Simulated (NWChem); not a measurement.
# Atomisation of phosphorus nitride (NP)

```
N
P 1 1.4927
```
Charge 0, spin multiplicity 1.

Everything below was run with NWChem. Structure: optimised with B3LYP/def2-SVP, a minimum by its harmonic frequencies.

Basis set: def2-TZVP. The atomisation energy is electronic alone: no zero-point, thermal, spin-orbit or counterpoise terms. No value is extrapolated to the basis-set limit. Free atoms are single determinants with multiplicities N 4, P 4. Correlated methods freeze the same cores in atoms and molecule, 6 orbitals in all.

B3LYP has NWChem's definition, with VWN1-RPA local correlation. The stability of the SCF solutions was not checked. Open-shell Hartree-Fock references start from PBE0 orbitals. Coupled-cluster values serve here as a point of comparison, not as the truth.

| method | atomisation energy (kcal/mol) |
|---|---|
| TPSS | 145.1 |
| B3LYP | 145.1 |
| BHandHLYP | (withheld) |
| CCSD(T) | 133.9 |
| LDA (SVWN5) | (withheld) |
| MP2 | (withheld) |
| HF | 38.8 |
| M06-2X | 143.0 |
| PBE | 155.5 |
| PBE0 | 137.7 |

Fill in the missing entries.


- BHandHLYP, atomisation energy (kcal/mol): 123.8
- LDA (SVWN5), atomisation energy (kcal/mol): 178.2
- MP2, atomisation energy (kcal/mol): 145.5
